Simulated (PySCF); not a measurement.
SnFMe3, C₃H₉FSn.
Bonds: Sn1–F2, Sn1–C3, Sn1–C7, Sn1–C11. Hydrogens: H4, H5, H6 on C3; H8, H9, H10 on C7; H12, H13, H14 on C11.

The calculation used PySCF 2.14.0, PBE0-D3(BJ)/def2-SVP geometry optimisation, gas phase, def2 core potentials past Kr.

Some entries are withheld. Bonds in one row agree within 0.01 Å.

| coordinate | value |
| --- | --- |
| Sn1–F2 | ? |
| Sn1–C3, Sn1–C7, Sn1–C11 | ? |
| C3–H4 and 8 like bonds | 1.099 Å |
| F2–Sn1–C3 | ? |
| F2–Sn1–C7 | ? |
| C3–Sn1–C7 | ? |
| Sn1–C3–H4 | ? |
| H4–C3–H5 | 109.0° |

Q: Fill in the missing values.

A: 
- Sn1–F2 = 1.958 Å (ends: tin bonded to 3 C and F; fluorine bonded to Sn); equal to the sum of covalent radii, 1.96 Å.
- Sn1–C3, Sn1–C7, Sn1–C11 = 2.141 Å (ends: tin bonded to 3 C and F; carbon bonded to Sn and 3 H); 0.01 Å below the sum of covalent radii, 2.15 Å.
- F2–Sn1–C3 = 104.4°, at the tin bonded to 3 C and F; the outer atoms are 3.241 Å apart.
- F2–Sn1–C7 = 104.7°, at the tin bonded to 3 C and F; the outer atoms are 3.246 Å apart.
- C3–Sn1–C7 = 113.8°, at the tin bonded to 3 C and F; the outer atoms are 3.588 Å apart.
- Sn1–C3–H4 = 109.6°, at the carbon bonded to Sn and 3 H; the outer atoms are 2.715 Å apart.

Radii are Cordero's, carbon taken as 0.76, 0.73 or 0.69 Å for four, three, and two or fewer neighbours.

Not checked by PBE0-D3(BJ)/def2-SVP frequencies.

Hardware: an AMD EPYC 9R45 with one thread (shared host). Cost: 31 s wall, 0.52 GiB resident at most. These figures are those of the optimisation.
